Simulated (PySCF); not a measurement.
## Computed properties of C₂H₈FNOSi, SMILES CC[Si@](N)(O)F

C₂H₈FNOSi, SMILES F[Si@](N)(CC)O. Geometry optimised at B3LYP-D3(BJ)/def2-SVP. The structure was generated by enumeration; whether it is a known compound was not checked. The values are those of a single conformer. All values are computed for the isolated molecule unless a solvent is named; none is compared with measurement here.

**Structure.** All 36 harmonic modes at B3LYP-D3(BJ)/def2-SVP (PySCF) are real, so it is a minimum. With heavy atoms numbered as in [CH3:1][CH2:2][Si@:3]([NH2:4])([OH:5])[F:6], the shortest bond between them is C1–C2 at 1.536 Å and the longest C2–Si3 at 1.865 Å.

**Vibrations.** The strongest infrared lines (harmonic, unscaled, degenerate partners summed) lie at 913 cm⁻¹ (207 km/mol, Si 40 %, O 20 %, H 17 %, F 11 %, N 11 %), 850 cm⁻¹ (172 km/mol, Si 35 %, H 25 %, F 20 %, N 15 %), 817 cm⁻¹ (140 km/mol, H 72 %, N 10 %). The softest mode is at 39 cm⁻¹ and the zero-point energy is 68.2 kcal/mol.

**Electronic structure.** CAM-B3LYP/def2-TZVP (PySCF) places the frontier levels at -9.29 and 1.45 eV, a gap of 10.74 eV, and gives a dipole moment of 0.81 D and a mean polarisability of 56.9 bohr³. PBE/def2-TZVP (PySCF) at the same geometry gives -6.29 and -0.16 eV, so its gap is 4.61 eV narrower. An orbital gap is neither the optical nor the fundamental gap.

**Excitations.** TDDFT-PBE0/def2-SVPD (PySCF) has S1 at 6.86 eV (181 nm, f = 0.037, weak); the most intense of the 10 singlets computed lies at 6.86 eV (f = 0.04). T1 (TDA) is at 6.51 eV. TDDFT-PBE/def2-SVPD (PySCF) puts S1 at 5.93 eV. No vertical singlet excitation falls in the visible range (under 3.1 eV).

**NMR.** GIAO shifts at HF/pcSseg-1 (PySCF) (non-relativistic, atoms alike by connectivity averaged): ¹³C from 6.9 to 10.1 ppm against TMS; ¹H from 0.7 to 2.2 ppm against TMS; ²⁹Si at -26.8 ppm against TMS; ¹⁹F at -112.0 ppm against CFCl3.

**Solvation.** SMD-B3LYP/6-31G* (PySCF) gives -6.4 kcal/mol in water, -7.6 kcal/mol in acetone, -7.3 kcal/mol in dichloromethane (1 M in both phases, gas-phase geometry).
